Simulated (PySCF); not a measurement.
## BiO₂⁻, singlet: computed properties

These are results of PBE0/[Bi def2-TZVPD with ECP60, O def2-TZVPD], scalar-relativistic core potentials, density fitting, no spin–orbit coupling, PySCF, not measurements.

The structure is a minimum.

```
Point group                                                                   : C2v
Bond lengths                                                                  : Bi–O 1.946 Å (×2)
Bond angles                                                                   : O–Bi–O 108.0°
Dipole moment about the centre of mass                                        : 6.22 D
Heat capacity Cp at 298.15 K                                                  : 47.5 J/(mol K)
Enthalpy at 298.15 K above 0 K                                                : 11.80 kJ/mol
Entropy at 298.15 K and 1 bar                                                 : 282.9 J/(mol K)
Rotational symmetry number                                                    : 2
Highest occupied level                                                        : -1.37 eV
Principal quadrupole moments (Buckingham, traceless) about the centre of mass : -16.17, 0.28, 15.89 D Å
Lowest empty level                                                            : 2.45 eV
Zero-point energy                                                             : 9.9 kJ/mol
Rotational constants                                                          : 0.4638, 0.2127, 0.1458 cm⁻¹
Principal polarisabilities                                                    : 53.4, 73.5, 83.9 bohr³
```

Harmonic modes (masses in u: Bi 208.980, O 15.995):
| symmetry | ω (cm⁻¹) | IR (km/mol) |
| --- | --- | --- |
| a1 | 239 | 30.1 |
| b2 | 696 | 230 |
| a1 | 723 | 54.6 |

In C2v the vibrations span 2a1 + b2. Here b1 is antisymmetric to the molecular plane and b2 lies in it.

Charges (e); Mulliken and Löwdin values are unreliable with diffuse functions:
| atom | Mulliken | Löwdin | polar tensor | Mayer order to Bi1 |
| --- | --- | --- | --- | --- |
| Bi1 | 0.78 | 1.01 | 0.84 | – |
| O2,3 | -0.89 | -1.01 | -0.92 | 1.47 |

Mulliken populations on Bi1 (electrons outside its core potential): s 3.95, p 7.98, d 10.19, f 0.11.

Outer orbital energies (eV). occupied: -17.88, -9.78, -3.55, -3.27, -3.11, -1.78, -1.69, -1.37; empty: 2.45, 4.05, 4.34, 4.47.

Counting electrons, bismuth keeps 2 of its valence electrons outside its bonds, so the VSEPR class is AX2E1 and the expected shape is bent (C2v), as computed.

This need not be the most stable arrangement of these atoms. The lowest empty level of this anion is unbound, so it and the gap depend on the basis. With an element this heavy the missing spin–orbit coupling can shift these numbers.

The final relaxation and frequency run took of the order of 70 core-seconds on a shared host.
